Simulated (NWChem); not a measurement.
System: C4H8O; SMILES C(COC)=C

Excerpt of the output:

```
             Northwest Computational Chemistry Package (NWChem) 7.3.0
             --------------------------------------------------------

                             Geometry "geometry" -> ""
                             -------------------------

 Output coordinates in angstroms (scale by  1.889725989 to convert to a.u.)

  No.       Tag          Charge          X              Y              Z
 ---- ---------------- ---------- -------------- -------------- --------------
    1 C                    6.0000    -0.12360800     2.44878700    -0.26664300
    2 C                    6.0000     0.36992000     1.31185700     0.22189300
    3 C                    6.0000    -0.37027000     0.01636200     0.28016500
    4 O                    8.0000     0.44833800    -1.01156200    -0.19898600
    5 C                    6.0000    -0.13872300    -2.27012200    -0.10977300
    6 H                    1.0000    -1.12766700     2.49757400    -0.70118400
    7 H                    1.0000     0.45391200     3.37666700    -0.24884900
    8 H                    1.0000     1.38285800     1.28458800     0.64107400
    9 H                    1.0000    -0.66227200    -0.19212900     1.33456000
   10 H                    1.0000    -1.31486500     0.08424100    -0.29958000
   11 H                    1.0000    -0.39312100    -2.53865300     0.93605900
   12 H                    1.0000    -1.06799400    -2.34251600    -0.71056900
   13 H                    1.0000     0.57990700    -3.00796800    -0.49345700

 Effective nuclear repulsion energy (a.u.)     173.4728617854

                                 NWChem DFT Module
                                 -----------------

 Summary of "ao basis" -> "ao basis" (spherical)
 ------------------------------------------------------------------------------
       Tag                 Description            Shells   Functions and Types
 ---------------- ------------------------------  ------  ---------------------
 C                          def2-svp                 6       14   3s2p1d
 O                          def2-svp                 6       14   3s2p1d
 H                          def2-svp                 3        5   2s1p

 in cosmo_initialize ...
 calling solv_data for solv:ethanol

[...]

                                COSMO-SMD solvation results
                                ---------------------------

             internal energy in gas <Psi(g)|H|Psi(g)> =      -232.192669448082
         internal energy in solvent <Psi(s)|H|Psi(s)> =      -232.191346946045
                               delta internal energy  =         0.001322502038 (    0.83 kcal/mol)
   total free energy in solvent <Psi(s)|H+V/2|Psi(s)> =      -232.200916823464
 polarization energy contribution <Psi(s)|V/2|Psi(s)> =        -0.009569877419 (   -6.01 kcal/mol)
    total free energy in solvent including G(SMD-CDS) =      -232.199044105426
                       G(SMD-CDS) energy contribution =         0.001872718038 (    1.18 kcal/mol)
     1 M fixed-concentration free energy of solvation =        -0.006374657343 (   -4.00 kcal/mol)

                       DFT Final Molecular Orbital Analysis
                       ------------------------------------

 Vector   18  Occ=2.000000D+00  E=-3.955444D-01
              MO Center=  1.5D-01, -4.1D-01, -3.3D-02, r^2= 3.5D+00
   Bfn.  Coefficient  Atom+Function         Bfn.  Coefficient  Atom+Function
  ----- ------------  ---------------      ----- ------------  ---------------
    46      0.359874   4 O  px               49      0.272296   4 O  px
    32     -0.241515   3 C  px               60     -0.180651   5 C  px
    45      0.172962   4 O  s                19      0.160064   2 C  py
    48     -0.155579   4 O  pz               18      0.150480   2 C  px
   106     -0.137938  13 H  s                81      0.134009   8 H  s

 Vector   19  Occ=2.000000D+00  E=-3.450639D-01
              MO Center=  8.7D-02,  6.7D-02, -7.0D-02, r^2= 4.1D+00
   Bfn.  Coefficient  Atom+Function         Bfn.  Coefficient  Atom+Function
  ----- ------------  ---------------      ----- ------------  ---------------
    48      0.361463   4 O  pz               51      0.283455   4 O  pz
    20     -0.244557   2 C  pz                6     -0.230859   1 C  pz
    46      0.192066   4 O  px               23     -0.176320   2 C  pz
   101      0.161914  12 H  s                96     -0.156086  11 H  s
     9     -0.154565   1 C  pz               49      0.153032   4 O  px

 Vector   20  Occ=2.000000D+00  E=-3.248973D-01
              MO Center= -2.2D-02,  5.6D-01,  4.7D-02, r^2= 3.8D+00
   Bfn.  Coefficient  Atom+Function         Bfn.  Coefficient  Atom+Function
  ----- ------------  ---------------      ----- ------------  ---------------
    48      0.332470   4 O  pz                6      0.268103   1 C  pz
    51      0.268077   4 O  pz               20      0.251464   2 C  pz
     9      0.211925   1 C  pz               86     -0.210741   9 H  s
    23      0.184180   2 C  pz               34     -0.166661   3 C  pz
    91      0.155235  10 H  s                87     -0.140051   9 H  s

 Vector   21  Occ=0.000000D+00  E= 4.810449D-02
              MO Center=  7.5D-02,  1.7D+00, -2.1D-03, r^2= 2.7D+00
   Bfn.  Coefficient  Atom+Function         Bfn.  Coefficient  Atom+Function
  ----- ------------  ---------------      ----- ------------  ---------------
     9      0.591226   1 C  pz               23     -0.584060   2 C  pz
    20     -0.363146   2 C  pz                6      0.348106   1 C  pz
     7     -0.248281   1 C  px               87      0.231284   9 H  s
    22     -0.219882   2 C  py               45     -0.219474   4 O  s
    21      0.195938   2 C  px                8      0.163954   1 C  py

[...]
```

Level: M05-2X/def2-SVP, SMD on the gas-phase geometry. Coordinates come from a PBE0/def2-SVP optimisation. No frequency run checked for a minimum. Solvent: ethanol.

### Question
Write an input that gives this output.

### Answer
Several could match; the one computed here: the input that was run:
```
start job
memory heap 200 mb stack 700 mb global 900 mb
geometry units angstroms noautosym nocenter noautoz
  C     -0.123608     2.448787    -0.266643
  C      0.369920     1.311857     0.221893
  C     -0.370270     0.016362     0.280165
  O      0.448338    -1.011562    -0.198986
  C     -0.138723    -2.270122    -0.109773
  H     -1.127667     2.497574    -0.701184
  H      0.453912     3.376667    -0.248849
  H      1.382858     1.284588     0.641074
  H     -0.662272    -0.192129     1.334560
  H     -1.314865     0.084241    -0.299580
  H     -0.393121    -2.538653     0.936059
  H     -1.067994    -2.342516    -0.710569
  H      0.579907    -3.007968    -0.493457
end
basis spherical
  C library def2-svp
  O library def2-svp
  H library def2-svp
end
dft
  xc m05-2x
  iterations 150
end
cosmo
  do_cosmo_smd true
  solvent ethanol
end
task dft energy
```
